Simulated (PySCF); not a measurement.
Here is a job for PySCF.
```python
from pyscf import gto, scf, dft

mol = gto.Mole()
mol.atom = '''
    Cl   -0.00000000   -0.00000000   -1.77742018
    Br    0.00000000    0.00000000    0.86331837
'''
mol.basis = '6-31g*'
mol.spin = 2
mol.verbose = 4
mol.build()

mf = dft.UKS(mol)
mf.xc = 'camb3lyp'
mf.grids.atom_grid = (99, 590)
mf.grids.prune = None
mf.kernel()
```

Q: Estimate the number of basis functions that PySCF with CAMB3LYP/6-31G* returns for this input.

A: 50

Q: Estimate the <S^2> that CAMB3LYP/6-31G* returns for this input.

A: 2.005

Q: What dipole moment does CAMB3LYP/6-31G* give?

A: 1.51 D

Q: What is the computed nuclear repulsion energy (CAMB3LYP/6-31G*)?

A: 119.2320 Eh

Q: What total energy does CAMB3LYP/6-31G* give?

A: -3034.0724 Eh

These values belong to the state on which the SCF converged, which isn't shown to be the lowest.
